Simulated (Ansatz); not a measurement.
`[CH3][Ge]([F])([F])[AlH2]` + propene → `C/C=[CH]/[AlH2]` + `[CH3][GeH]([F])[F]`  (formal exchange of groups at the Al–Ge bond)

Isolated molecules relaxed with PBE0-D4/def2-TZVP in Ansatz; ΔE leaves out vibrations. CCSD(T)/CBS is the MP2 limit (def2-TZVPP, def2-QZVPP) plus CCSD(T) − MP2 in def2-TZVPP, frozen cores. Functionals use def2-TZVPP. For Ge outer-core shells are correlated without core-valence functions, which leaves a few kJ/mol of doubt a bond. Scalar relativity is left out up to krypton.

```
             level  ΔE (eV)
RPA@PBE/def2-TZVPP     0.08
CCSD(T)/def2-TZVPP     0.08
```

**Question.** What does CCSD(T)/CBS give? (An estimate is asked.)

**Answer.** The calculation gave: +0.11 eV. The listed levels differ from it by -0.03, -0.03 eV.

Largest T1 diagnostic among the species: 0.012.

From BLYP to BHLYP (50 % exact exchange), in def2-TZVPP and without D4, ΔE moves by −0.10 eV. At CCSD(T), def2-SVP lies −0.10 eV from the extrapolated value and def2-TZVPP −0.03 eV. Leaving LDA and LC-ωPBE aside and taking each functional with its dispersion term where it has one, the values, not all of them listed here, spread over 0.20 eV, from B97M-V to PBE-D4. LDA lies −0.06 eV from PBE without D4.
